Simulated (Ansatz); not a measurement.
The cluster Na6Cd⁺. The state is a doublet with charge 1. Geometry PBE/def2-SVP.

```xyz
7

Cd   -0.6157    1.0767    0.3127
Na    0.8049    2.8119   -1.6767
Na    1.4637   -0.2490    2.3280
Na   -2.3166   -0.1702    2.4431
Na    2.1305   -0.6389   -1.2257
Na   -1.1310   -0.3329   -2.4966
Na   -0.3358   -2.4976    0.3151
```

In the def2 sets Cd takes a core potential, while STO-3G treats all electrons; there is no spin–orbit coupling. HSE06 is defined as in plane-wave codes, on full-range PBE exchange. At HF/STO-3G the charge 1 doublet is spin-contaminated (final ⟨S²⟩ up to 1.44, 0.75 for a pure state). At HF/STO-3G the highest occupied level of the charge 1 doublet lies above zero (up to 0.97 eV). In Hartree–Fock with STO-3G the lack of diffuse functions raises the level. The structure comes from a short search, and lower isomers may exist.

Task: Estimate the α-spin orbital energies around the gap (eV) in Ansatz with HF/STO-3G, PBE/def2-TZVP, BLYP/def2-TZVP, r2SCAN/def2-TZVP, HSE06/def2-TZVP.

Result: 
```json
{"orbital": "HOMO−9", "HF/STO-3G": "-39.32", "PBE/def2-TZVP": "-31.05", "BLYP/def2-TZVP": "-31.18", "r2SCAN/def2-TZVP": "-32.01", "HSE06/def2-TZVP": "-33.99"}
{"orbital": "HOMO−8", "HF/STO-3G": "-5.34", "PBE/def2-TZVP": "-14.15", "BLYP/def2-TZVP": "-14.05", "r2SCAN/def2-TZVP": "-14.36", "HSE06/def2-TZVP": "-15.82"}
{"orbital": "HOMO−7", "HF/STO-3G": "-5.00", "PBE/def2-TZVP": "-14.11", "BLYP/def2-TZVP": "-14.01", "r2SCAN/def2-TZVP": "-14.31", "HSE06/def2-TZVP": "-15.80"}
{"orbital": "HOMO−6", "HF/STO-3G": "-4.97", "PBE/def2-TZVP": "-14.10", "BLYP/def2-TZVP": "-13.99", "r2SCAN/def2-TZVP": "-14.30", "HSE06/def2-TZVP": "-15.80"}
{"orbital": "HOMO−5", "HF/STO-3G": "-4.74", "PBE/def2-TZVP": "-14.08", "BLYP/def2-TZVP": "-13.99", "r2SCAN/def2-TZVP": "-14.29", "HSE06/def2-TZVP": "-15.77"}
{"orbital": "HOMO−4", "HF/STO-3G": "-4.72", "PBE/def2-TZVP": "-14.08", "BLYP/def2-TZVP": "-13.98", "r2SCAN/def2-TZVP": "-14.29", "HSE06/def2-TZVP": "-15.77"}
{"orbital": "HOMO−3", "HF/STO-3G": "-4.60", "PBE/def2-TZVP": "-9.34", "BLYP/def2-TZVP": "-9.23", "r2SCAN/def2-TZVP": "-9.47", "HSE06/def2-TZVP": "-9.81"}
{"orbital": "HOMO−2", "HF/STO-3G": "-0.45", "PBE/def2-TZVP": "-6.51", "BLYP/def2-TZVP": "-6.36", "r2SCAN/def2-TZVP": "-6.38", "HSE06/def2-TZVP": "-6.61"}
{"orbital": "HOMO−1", "HF/STO-3G": "0.85", "PBE/def2-TZVP": "-6.38", "BLYP/def2-TZVP": "-6.25", "r2SCAN/def2-TZVP": "-6.27", "HSE06/def2-TZVP": "-6.47"}
{"orbital": "HOMO", "HF/STO-3G": "0.97", "PBE/def2-TZVP": "-6.09", "BLYP/def2-TZVP": "-5.89", "r2SCAN/def2-TZVP": "-6.14", "HSE06/def2-TZVP": "-6.22"}
{"orbital": "LUMO", "HF/STO-3G": "8.03", "PBE/def2-TZVP": "-5.03", "BLYP/def2-TZVP": "-4.96", "r2SCAN/def2-TZVP": "-4.72", "HSE06/def2-TZVP": "-4.82"}
{"orbital": "LUMO+1", "HF/STO-3G": "8.80", "PBE/def2-TZVP": "-4.44", "BLYP/def2-TZVP": "-4.38", "r2SCAN/def2-TZVP": "-4.16", "HSE06/def2-TZVP": "-4.24"}
{"orbital": "LUMO+2", "HF/STO-3G": "9.28", "PBE/def2-TZVP": "-4.40", "BLYP/def2-TZVP": "-4.35", "r2SCAN/def2-TZVP": "-4.10", "HSE06/def2-TZVP": "-4.20"}
{"orbital": "LUMO+3", "HF/STO-3G": "10.00", "PBE/def2-TZVP": "-4.23", "BLYP/def2-TZVP": "-4.09", "r2SCAN/def2-TZVP": "-3.99", "HSE06/def2-TZVP": "-4.03"}
{"orbital": "LUMO+4", "HF/STO-3G": "10.28", "PBE/def2-TZVP": "-4.17", "BLYP/def2-TZVP": "-4.01", "r2SCAN/def2-TZVP": "-3.99", "HSE06/def2-TZVP": "-4.00"}
{"orbital": "LUMO+5", "HF/STO-3G": "11.20", "PBE/def2-TZVP": "-3.98", "BLYP/def2-TZVP": "-3.76", "r2SCAN/def2-TZVP": "-3.76", "HSE06/def2-TZVP": "-3.82"}
{"orbital": "β HOMO", "HF/STO-3G": "0.84", "PBE/def2-TZVP": "-6.27", "BLYP/def2-TZVP": "-6.17", "r2SCAN/def2-TZVP": "-6.16", "HSE06/def2-TZVP": "-6.33"}
{"orbital": "β LUMO", "HF/STO-3G": "6.55", "PBE/def2-TZVP": "-5.59", "BLYP/def2-TZVP": "-5.54", "r2SCAN/def2-TZVP": "-5.17", "HSE06/def2-TZVP": "-5.33"}
```
